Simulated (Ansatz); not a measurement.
Gas-phase electronic energies from Ansatz, PBE0-D4/def2-TZVP geometries. CCSD(T)/CBS is the MP2 limit (def2-TZVPP, def2-QZVPP) plus CCSD(T) − MP2 in def2-TZVPP, frozen cores. This one scheme is used for every species. Functionals use def2-TZVPP. Each species was taken in one conformer, which may not be the lowest.

`CCS` + `OB(O)O` → `CCOB(O)O` + H₂S  (substitution at a C–S bond)

`CCS`:

Z-matrix (Å, degrees):
```
C
C 1 1.514
H 1 1.094 2 110.6
H 1 1.091 2 111.0 3 120.4
H 1 1.093 2 111.0 3 -119.6
S 2 1.813 1 114.1 3 -177.2
H 2 1.092 1 111.5 3 58.7
H 2 1.093 1 110.8 3 -60.2
H 6 1.343 2 96.8 1 -62.2
```

`OB(O)O`:

```xyz
7

O     1.360   -0.130    0.010
B     0.000    0.000    0.000
O    -0.567    1.243    0.003
O    -0.793   -1.112   -0.013
H     1.805    0.719    0.018
H    -1.526    1.204   -0.005
H    -0.280   -1.923   -0.013
```

`CCOB(O)O`:

```xyz
13

C     0.954   -1.697   -0.792
C    -0.167   -0.819   -0.299
O     0.368    0.442    0.076
B    -0.436    1.406    0.603
O    -1.771    1.179    0.783
O     0.100    2.615    0.956
H     1.700   -1.847   -0.009
H     0.566   -2.674   -1.089
H     1.449   -1.246   -1.654
H    -0.670   -1.274    0.560
H    -0.922   -0.678   -1.080
H    -2.213    1.941    1.163
H     1.043    2.652    0.782
```

H₂S:

Cartesian coordinates in Å:
```
S 0.276 0.432 -0.348
H -0.478 -0.643 -0.625
H 0.202 0.211 0.973
```

```json
{"level": "PBE-D4", "ΔE (kJ/mol)": "34.4"}
{"level": "r2SCAN-D4", "ΔE (kJ/mol)": "31.3"}
{"level": "ωB97M-V", "ΔE (kJ/mol)": "30.4"}
{"level": "B2PLYP", "ΔE (kJ/mol)": "30.9"}
{"level": "MP2/def2-TZVPP", "ΔE (kJ/mol)": "37.2"}
{"level": "SCS-MP2/def2-TZVPP", "ΔE (kJ/mol)": "32.6"}
{"level": "CCSD/def2-TZVPP", "ΔE (kJ/mol)": "28.4"}
{"level": "CCSD/CBS(def2)", "ΔE (kJ/mol)": "32.2"}
```

Task: What does CCSD(T)/CBS give? (An estimate is asked.)

Result: Ansatz gave: +33.4 kJ/mol. The listed levels differ from it by 1.0, -2.1, -3.0, -2.5, 3.8, -0.8, -5.0, -1.2 kJ/mol.

Largest T1 diagnostic among the species: 0.012.

In def2-TZVPP, CCSD(T) changes the Hartree–Fock value by +6.2 kJ/mol (the triples alone add +1.2 kJ/mol) and MP2 by +13.9 kJ/mol.
